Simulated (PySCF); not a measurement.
Exercise with solution: chemical shift, span and skew from a shielding tensor

B(CCH)(Cl)(Me) (C₃H₄BCl), SMILES ClB(C#C)C. Atoms are numbered in the order given.

```xyz
9

B      0.2485    -0.1533     0.1991
C     -1.0336    -0.9147    -0.1174
C     -2.0495    -1.5433    -0.3549
H     -2.9499    -2.0914    -0.5692
Cl     0.3853     1.4921    -0.4209
C      1.4197    -0.7966     1.0038
H      2.1728    -0.0729     1.3424
H      1.9197    -1.5251     0.3387
H      1.0455    -1.3812     1.8587
```
Charge 0, spin multiplicity 1.

Coordinates come from a PBE0-D3(BJ)/def2-SVP optimisation. The structure was generated by enumeration, and PubChem lists no compound with its InChIKey, so it may never have been made.

GIAO shieldings from PySCF with KT2/pcSseg-1, non-relativistic, no solvent. The symmetric part of the tensor of C6 has the principal values 143.6, 166.3, 187.3 ppm. The same nucleus in TMS has σ = 185.1 ppm at this level (PySCF, at its B3LYP-D3(BJ)/def2-TZVP geometry). Without spin–orbit terms, shifts of atoms bonded to Cl or Br come out too high.

Question: Work out the isotropic shielding, the ¹³C shift against TMS, the span and the skew.

Answer: 
σ(iso) = (σ11 + σ22 + σ33)/3 = 165.7 ppm. δ = σ(ref) − σ(iso) = 185.1 − (165.7) = 19.4 ppm.
Span Ω = σ33 − σ11 = 43.7 ppm. Skew κ = 3(σ(iso) − σ22)/Ω = -0.04. Tumbling in solution averages the tensor to δ; in a static solid the shielding alone would spread this spin-1/2 line over Ω.
